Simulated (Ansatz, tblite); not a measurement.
Spin states of H3Au3⁺ (the lowest doublet isomer of a short search), each relaxed with PBE0-D4/def2-TZVP in Ansatz. Electronic energies in the gas phase.

In the def2 sets Au takes a core potential; there is no spin–orbit coupling. The xTB rows come from tblite. Correlated methods freeze no core orbitals; core or outer-core shells of Au are correlated, in sets that lack core-valence functions. The rows differ in basis, and correlated rows in double-zeta sets carry the largest basis error. The structure comes from a short search, and lower isomers may exist.

Doublet geometry:

```xyz
6

Au   -2.115   -0.135   -0.287
Au    0.638   -0.208   -0.109
Au    2.886    0.121    1.312
H     2.198   -0.979    0.309
H    -2.970    1.172   -0.016
H    -0.638    0.029   -1.208
```

Quartet geometry:

```xyz
6

Au    0.932    0.153   -2.127
Au   -0.572    0.126    0.154
Au   -1.130    0.332    3.571
H    -0.797    0.233    1.844
H     2.272   -0.661   -1.874
H    -0.705   -0.183   -1.568
```

⟨S²⟩: doublet 0.76 at PBE0-D4/def2-TZVP (pure 0.75), quartet 3.76 at PBE0-D4/def2-TZVP (pure 3.75).

Only these spin states were relaxed. The quartet has other bonds than the doublet, so the gap mixes isomer and spin.

Second-order perturbation terms are unreliable where d shells bring near-degenerate states, and here MP2/def2-SVP lies more than 0.4 eV from the median of the functionals without such a term.

| level | quartet − doublet (kcal/mol) | lowest of these |
| --- | --- | --- |
| GFN1-xTB | 46.7 | doublet |
| GFN2-xTB | 102.7 | doublet |
| HF/def2-SVP | 52.9 | doublet |
| PBE-D4/def2-TZVP | 60.7 | doublet |
| PBE0-D4/def2-TZVP | 64.2 | doublet |
| r2SCAN0-D4/def2-TZVP | 64.2 | doublet |
| BHLYP-D4/def2-TZVP | 64.1 | doublet |
| MP2/def2-SVP | 77.0 | doublet |

Change of the quartet − doublet gap on mixing in exact exchange, in kcal/mol: PBE to PBE0 (25 % exact exchange) 3.6.

The xTB methods have no spin-polarisation term.
